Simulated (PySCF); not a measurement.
## Electron affinity of Cu by level of theory

Cu⁻ [Ar] 3d10 4s2 (1S) → Cu [Ar] 3d10 4s1 (2S), as a difference of total energies. All numbers are calculated (PySCF 2.14, scalar relativity through the core potential, in aug-cc-pVTZ-PP with ECP10MDF). Correlated levels: valence: 3s2 3p6 frozen. The calculations carry no spin-orbit coupling.

```csv
method,electron affinity (eV)
UHF,0.007
MP2 (valence),0.869
SCS-MP2 (valence),0.910
CCSD (valence),1.007
CCSD(T) (valence),1.176
```

Question: How much does correlation contribute at CCSD(T) (valence)?

Answer: 1.176 − (0.007) = 1.169 eV, measured against UHF.

Errors of the correlated levels include the incompleteness of this basis and the frozen core.

The coupled-cluster amplitudes are large for Cu⁻ (T1 above 0.03 or a double amplitude above 0.15), so a single reference is strained.

For comparison: 1.236 eV (measured; photodetachment measurements, as compiled on the Wikipedia data page of electron affinities).
